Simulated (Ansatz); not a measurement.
`N=[C]1[CH2][GeH2]1`, 9 atoms. Charge 0, multiplicity 1. Correlated methods include outer-core shells of Ge, which these sets cover unevenly. Scalar relativity is left out up to krypton. All runs use 2 threads of an AMD EPYC 7B13 on a shared host. Correlated methods freeze the cores.

How many basis functions does each run have, and how long does it take in Ansatz? RKS BHLYP-D4/def2-TZVPP energy; RKS ωB97M-V/def2-SVP energy; direct RPA on PBE orbitals/def2-TZVPP energy; RKS r2SCAN0-D4/def2-TZVPP energy; RKS ωB97X-V/def2-TZVPP energy; RKS PBE0-D4/def2-SVP energy; RKS r2SCANh-D4/def2-TZVPP energy; RKS PBE0-D4/def2-TZVP relaxation (6 steps); RKS ωB97M-V/def2-QZVPP energy; RHF-CCSD(T)/def2-TZVPP energy; RHF-CCSD(T)/def2-SVP energy; RKS PBE0-D4/def2-QZVPP energy. (An estimate is asked.)

Ansatz gave: Other jobs shared the machine, so times are rough.

| level | job | functions | wall time | peak host memory (GiB) |
| --- | --- | --- | --- | --- |
| RKS PBE0-D4/def2-SVP | energy | 99 | 1.5 s | 0.21 |
| RKS BHLYP-D4/def2-TZVPP | energy | 211 | 3.2 s | 0.51 |
| direct RPA on PBE orbitals/def2-TZVPP | energy | 211 | 5.5 s | 0.5 |
| RKS ωB97M-V/def2-SVP | energy | 99 | 5.5 s | 0.3 |
| RKS r2SCAN0-D4/def2-TZVPP | energy | 211 | 5.5 s | 0.5 |
| RKS r2SCANh-D4/def2-TZVPP | energy | 211 | 5.5 s | 0.5 |
| RHF-CCSD(T)/def2-SVP | energy | 99 | 6.5 s | 0.42 |
| RKS ωB97X-V/def2-TZVPP | energy | 211 | 7.5 s | 0.58 |
| RKS PBE0-D4/def2-QZVPP | energy | 410 | 10 s | 1.2 |
| RKS ωB97M-V/def2-QZVPP | energy | 410 | 21 s | 1.4 |
| RKS PBE0-D4/def2-TZVP | relaxation (6 steps) | 171 | 26 s | 0.42 |
| RHF-CCSD(T)/def2-TZVPP | energy | 211 | 110 s | 3 |
